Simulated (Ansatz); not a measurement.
System: C₄H₃O₂, net charge -1, singlet state. It need not be the lowest isomer of its formula. Whether it binds its extra electron was not tested at this geometry. 
Structure (B3LYP-D3(BJ)/def2-TZVP (Ansatz, an electronic-structure program) minimum search):
SMILES: c1ccc([O-])o1
```xyz
9

O      1.9294    -0.6350    -0.2088
C      0.7948    -0.1533    -0.1119
C      0.2135     1.1109    -0.3052
C     -1.1814     1.0133    -0.0213
C     -1.4400    -0.2713     0.3338
O     -0.2831    -1.0156     0.2954
H      0.7623     1.9849    -0.6165
H     -1.9135     1.8078    -0.0743
H     -2.3410    -0.7859     0.6250
```
Charge -1, spin multiplicity 1.

Basis-set convergence of Hartree-Fock and CCSD(T) correlation energies (hartree) with Ansatz. Correlated levels leave the core frozen unless marked. No spin-orbit coupling. Non-relativistic. This anion needs diffuse functions, which these sets lack.

```
basis    functions       E(HF)  E(corr, CCSD(T))
-------  ---------  ----------  ----------------
cc-pVDZ         99  -302.93387          -0.95066
cc-pVTZ        222  -303.02555          -1.17341
cc-pVQZ        420  -303.05007          -1.24668
cc-pV5Z        711  (withheld)        (withheld)
```

Question: Some entries are withheld; supply them.

Answer: 
- cc-pV5Z, E(HF): -303.05724
- cc-pV5Z, E(corr, CCSD(T)): -1.27218
